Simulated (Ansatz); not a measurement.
Species: FeCl$_{2}$ (charge 0, quintet). The spin state was set by rule; other spins were not relaxed. 
Coordinates optimised at B3LYP-D3(BJ)/def2-TZVP (Ansatz, a first-principles code):
SMILES: [Cl][Fe][Cl]
```xyz
3

Fe     0.0000     0.0000     0.0000
Cl     0.0000     0.0000    -2.1444
Cl     0.0000     0.0000     2.1444
```
Charge 0, spin multiplicity 5.

Basis-set convergence of Hartree-Fock and MP2 correlation energies (hartree) with Ansatz. Correlated levels leave the core frozen unless marked. UHF or UKS for open shells. No spin-orbit coupling. Frozen are the shells of the preceding noble gas and the d and f shells that filled before the atom's block. No relativistic terms.

```json
[
 {"basis": "def2-SVP", "functions": "67", "E(HF)": "-2181.12388", "E(corr, MP2)": "-0.37567"},
 {"basis": "def2-TZVPP", "functions": "148", "E(HF)": "…", "E(corr, MP2)": "…"}
]
```

Q: What belongs in the gaps?

A: 
- def2-TZVPP, E(HF): -2181.61801
- def2-TZVPP, E(corr, MP2): -0.56574
